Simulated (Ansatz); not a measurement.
Wavefunction ladder for stibine (`[SbH3]`)

Cartesian coordinates in Å:
```
Sb -0.057 -0.488 -0.528
H 0.351 1.152 -0.773
H 1.037 -0.608 0.778
H -1.331 -0.057 0.524
```

Total charge 0; spin multiplicity 1. Correlated methods include outer-core shells of Sb, which these sets cover unevenly. Sb: def2 effective core potential. The geometry is a stationary point of PBE0-D4/def2-TZVP. Frozen core, restricted reference, the Gaussian-basis code of Ansatz.

```
     basis     HF (Eh)  MP2 corr.  CCSD corr.       (T)  CCSD(T) total
  def2-SVP  -240.96907   -0.13312           ?  -0.00380              ?
def2-TZVPP           ?          ?    -0.37883  -0.00968              ?
def2-QZVPP  -240.98252   -0.60701           ?  -0.01452              ?
```

(1) Fill in the withheld values. (An estimate is asked.)

Answers

(1) Ansatz gave: def2-SVP CCSD corr.: -0.16006; def2-SVP CCSD(T) total: -241.13293; def2-TZVPP HF (Eh): -240.98046; def2-TZVPP MP2 corr.: -0.36832; def2-TZVPP CCSD(T) total: -241.36897; def2-QZVPP CCSD corr.: -0.58617; def2-QZVPP CCSD(T) total: -241.58321.
